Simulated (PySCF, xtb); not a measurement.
H5Si2, SMILES [SiH2][SiH3], multiplicity 2.

Geometry: ωB97X-D3(BJ)/def2-TZVP. The isomer is the one that the SMILES or the coordinates give; other isomers of the formula were not compared.

These are C-PCM-ωB97X/def2-SVP in PySCF values and carry that method's errors.

The values are the electrostatic part of the solvation free energy, E(continuum) − E(gas) at the gas-phase geometry, in a cavity of scaled van der Waals radii (PySCF's table); cavitation and dispersion terms are not included. The dipole moment in vacuum is 0.07 D.

Problem. Estimate the values in water (ε = 78.36), chlorobenzene (ε = 5.70), diethylether (ε = 4.24). (Estimate from the structure and the level; the computed values follow.)

Solution. 
```tsv
solvent	ε	ΔG(elec) (kcal/mol)	dipole (D)
water	78.36	-0.2	0.11
chlorobenzene	5.70	-0.1	0.10
diethylether	4.24	-0.1	0.10
```

For comparison, GFN2-xTB/ALPB(water) (xtb, at the GFN2-xTB geometry, all terms of that model) gives 0.9 kcal/mol.
